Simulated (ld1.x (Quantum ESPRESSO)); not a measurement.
The numbers below are computed, except where a source is named.
# Hardness and transferability of assorted potentials

Generated with ld1.x 7.5 (TM, RRKJ, ultrasoft, PAW), atompaw 4.2 or ONCVPSP 4.0.1. The cutoff is in Ry: for ld1.x and atompaw files where the sum of valence levels is converged to 10 mRy in a Bessel basis, for ONCV files where the hardest occupied wave has 1 mHa per electron of residual kinetic energy. The error is the largest all-electron minus pseudo excitation energy over each file’s own four to seven test configurations (ionisations up to +4, promotions, holes and added fractions of an electron), all of which were solved. The labels leave out finer settings (local radius, basis sizes, second energies), which also bear on the numbers. Spin-polarised tests are not counted. The rows are a selection from randomly drawn settings: files with unsolved tests, undetermined cutoffs or missed reference levels are left out.

```csv
element,potential,cutoff (Ry),largest error (meV),bound ghosts
Be,"PAW, PBE, scalar-relativistic, rc 1.95/2.80/2.70 (spd), local smoothed, core correction yes, reference 2s2 2p0",6,-5.1,none
S,"RRKJ, PBEsol, scalar-relativistic, rc 1.35/1.30 (sp), local s, core correction yes, reference 3s2 3p4",40,+173,none
Ni,"RRKJ, BLYP, scalar-relativistic, rc 0.95/1.36/1.25 (spd), local d, core correction no, reference 3s2 3p6 3d8 4s0 4p0",160,-788,none
Ta,"PAW, PBEsol, scalar-relativistic, rc 1.90/1.90/2.75/1.35 (spdf), local smoothed, core correction yes, reference 4f14 5s2 5p6 5d3 6s2 6p0",100,-32,none
```

Q: Fill in the row for Rh: TM semilocal, Wu–Cohen, scalar-relativistic, rc 1.00/1.70/1.65/1.65 (spdf), local s, core correction no, reference 4s2 4p6 4d9 5s0 5p0.

A: cutoff 120 Ry, largest error +227 meV, bound ghosts: none.

Q: Fill in the row for Ta: TM, PBE, scalar-relativistic, rc 2.90/2.90/2.05 (spd), local p, core correction yes, reference 5d3 6s1 6p1.

A: cutoff 30 Ry, largest error -246 meV, bound ghosts: none.

Q: Fill in the row for Li: TM, PBEsol, scalar-relativistic, rc 2.10/4.20 (sp), local smoothed, core correction yes, reference 2s1 2p0.

A: cutoff 6 Ry, largest error -5.1 meV, bound ghosts: none.
